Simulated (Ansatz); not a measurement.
Mulliken charges of `O=C1N[Si]1(O)F` from r2SCAN/def2-TZVPP in Ansatz (PBE0-D4/def2-TZVP geometry).

```tsv
atom	x (Å)	y (Å)	z (Å)	charge (e)
O1	1.987	1.098	0.977	-0.303
C2	0.987	0.562	0.614	0.108
N3	0.567	-0.769	0.557	-0.278
Si4	-0.695	0.208	-0.043	0.780
O5	-1.224	0.099	-1.568	-0.371
F6	-2.020	0.307	0.806	-0.294
H7	1.057	-1.602	0.866	0.146
H8	-0.568	0.039	-2.265	0.213
```

**Question.** By hand: the dipole of these point charges (1 e Å = 4.8032 D).

**Answer.** Σ q r = (-0.114, -0.249, -0.429) e Å, of length 0.509 e Å = 2.44 D.

**Question.** How does the dipole of the full density compare? (Estimate.)

**Answer.** The calculation gave: (-0.069, -0.513, -0.429) e Å, 3.23 D; the point charges give 0.76 times that, at 21° from its direction.

Point charges leave out the atoms' own dipoles, such as those of lone pairs, and Mulliken's split depends on the basis, so the two needn't agree.
